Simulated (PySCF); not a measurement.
These are CAM-B3LYP-D3(BJ)/def2-TZVP // CAM-B3LYP-D3(BJ)/def2-SVP (PySCF) values and carry that method's errors. All species are isolated molecules in the gas phase. One relaxed conformer stands for a flexible species; it need not be the lowest. Excitations are Tamm–Dancoff values on a coarser integration grid. The basis has no diffuse functions, so Rydberg states are missing or too high.

Reference species (SMILES): `C[CH2][In]([I])[I]` (C–C–In–I torsion 179°) (neutral, multiplicity 1).

| Item | Value |
|---|---|
| T1 excitation (TDA) | 3.98 eV |
| brightest of the four lowest singlets (TDA) | 4.73 eV |
| HOMO | -8.63 eV |

Changed species: `[I][In]([I])[I]` (3 of 3 C2H5 replaced by I; the reference has 2 of 3 C2H5 replaced by I).

Problem. What does the change do to the T1 excitation (TDA), brightest of the four lowest singlets (TDA) and HOMO?

Solution. the T1 excitation (TDA) drops by 0.45 eV, to 3.53 eV; the brightest of the four lowest singlets (TDA) falls by 0.59 eV, to 4.14 eV; the HOMO falls by 0.45 eV, to -9.08 eV.
